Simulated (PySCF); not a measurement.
# Shapes and spin states of [Sr3S]+

Computed with PBE0 in PySCF with S def2-SVP, Sr def2-SVP with ECP28; scalar-relativistic core potentials, no spin–orbit coupling; density-fitted integrals.

Relaxations began from a few typed shapes and spin states; open shells are unrestricted. The search is not exhaustive: other isomers or separated fragments can lie lower, and high-lying points may rest on an excited occupation.

| spin | group | bonds | angles | imaginary modes (cm⁻¹) | ΔE (kJ/mol) | ΔE with ZPE (kJ/mol) |
| --- | --- | --- | --- | --- | --- | --- |
| doublet | Cs | Sr–Sr 3.897 Å (×2), S–Sr 2.746 Å (×2), S–Sr 2.786 Å | Sr–Sr–Sr 89.6°, Sr–S–Sr 89.6° (×2), Sr–S–Sr 178.7°, S–Sr–Sr 44.8° (×2), S–Sr–Sr 45.6° (×2) | none | 0.0 | 0.0 |
| doublet | C2v | Sr–Sr 3.897 Å (×2), S–Sr 2.745 Å (×2), S–Sr 2.786 Å | Sr–Sr–Sr 89.6°, Sr–S–Sr 89.6° (×2), Sr–S–Sr 179.2°, S–Sr–Sr 44.8° (×2), S–Sr–Sr 45.6° (×2) | none | 0.0 | 0.0 |
| quartet | D3h | S–Sr 2.781 Å (×3) | Sr–S–Sr 120.0° (×3) | none | 38.1 | 38.1 |

The lowest minimum found is the doublet Cs: Sr–Sr 3.897 Å (×2), S–Sr 2.746 Å (×2), S–Sr 2.786 Å; Sr–Sr–Sr 89.6°, Sr–S–Sr 89.6° (×2), Sr–S–Sr 178.7°, S–Sr–Sr 44.8° (×2), S–Sr–Sr 45.6° (×2).
